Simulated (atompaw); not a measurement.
# Logarithmic derivatives: niobium, PAW (atompaw)

niobium (Nb), PAW, made with atompaw 4.2.0.5 (PBEsol, non-relativistic). Core [Ar] 3d10, reference 4s2 4p6 4d4 5s0 5p0 (charge +1). Waves: 4s (bound): rc 1.70 bohr; 5s (bound, empty): rc 2.05 bohr; 4p (bound): rc 1.40 bohr; 5p (bound, empty): rc 2.05 bohr; 4d (bound): rc 1.85 bohr; 4d channel at 3.6 Ry: rc 2.05 bohr. Local part: bessel scheme, radius 1.45 bohr. Core correction: smooth core density matched at 1.95 bohr. Augmentation charge: sinc compensation charge, radius 2.00 bohr; PAW radius 2.05 bohr; waves and projectors: custom polynom2 7 10 vanderbiltortho.

The phase is arctan(r·u′/u) with u = r·R(r), unwrapped; energies in Ry, scanned from -7 to 5 Ry. A pole is an energy at which the radial function vanishes at the test radius. The pseudo phase is shifted by a multiple of π to meet the all-electron one at the reference energy, and phase errors are pseudo minus all-electron; the curves can meet again beyond the range given. Levels narrower than the energy grid can be missing from the lists of poles.

```tsv
channel	radius (bohr)	reference energy (Ry)	poles, all-electron	poles, pseudo	unbroken range about the reference energy with phases within 0.05 rad	phase error 1 Ry above the reference energy (rad)
s	2.06	-0.66	-4.09	-4.09	below 1.6	-0.002
p	2.06	-0.41	-2.26	-2.26	below 2.5	+0.001
d	2.06	-0.69	0.93	0.91	below 4.7	-0.002
```

Phases in the d channel:

| E (Ry) | all-electron | pseudo |
| --- | --- | --- |
| -7.00 | 1.372 | 1.372 |
| -6.52 | 1.363 | 1.363 |
| -6.04 | 1.353 | 1.353 |
| -5.56 | 1.341 | 1.340 |
| -5.08 | 1.327 | 1.326 |
| -4.60 | 1.310 | 1.309 |
| -4.12 | 1.289 | 1.287 |
| -3.64 | 1.262 | 1.260 |
| -3.16 | 1.224 | 1.222 |
| -2.68 | 1.169 | 1.166 |
| -2.20 | 1.080 | 1.076 |
| -1.72 | 0.907 | 0.903 |
| -1.24 | 0.473 | 0.469 |
| -0.76 | -0.520 | -0.520 |
| -0.28 | -1.167 | -1.168 |
| 0.20 | -1.409 | -1.411 |
| 0.68 | -1.528 | -1.531 |
| 1.16 | -1.604 | -1.607 |
| 1.64 | -1.661 | -1.664 |
| 2.12 | -1.711 | -1.714 |
| 2.60 | -1.762 | -1.764 |
| 3.08 | -1.819 | -1.820 |
| 3.56 | -1.891 | -1.891 |
| 4.04 | -1.994 | -1.996 |
| 4.52 | -2.162 | -2.183 |
| 5.00 | -2.477 | -2.617 |
